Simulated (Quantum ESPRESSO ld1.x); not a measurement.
Question: The lead ion Pb3+, configuration [Xe] 4f14 5d10 6s1. Calculated with ld1.x of Quantum ESPRESSO 7.5: scalar-relativistic Kohn-Sham, PBE, spin-unpolarised, spherical densities, point nucleus. Some entries of the table are withheld. Estimate them.

orbital  occ.  eigenvalue (hartree)  <1/r> (bohr^-1)  <r> (bohr)
1s          2            -3240.1003              (1)     0.01604
2s          2             -580.3872            23.81         (2)
2p          6             -497.8813            20.91     0.06144
3s          2             -140.1269            8.824         (3)
3p          6             -116.4755            7.979      0.1765
3d         10              -92.3820            7.488      0.1599
4s          2              -32.5436            3.800      0.3842
4p          6              -24.7944            3.414      0.4100
4d         10              -15.8331            3.069      0.4310
5s          2               -6.3511            1.598      0.8533
4f         14               -5.9399            2.676      0.4538
5p          6               -4.2070            1.366      0.9759
5d         10               -1.8167            1.024       1.276
6s          1               -1.3777           0.6109       2.094

Answer: 
(1) 1s <1/r> (bohr^-1): 101.5
(2) 2s <r> (bohr): 0.06758
(3) 3s <r> (bohr): 0.1745
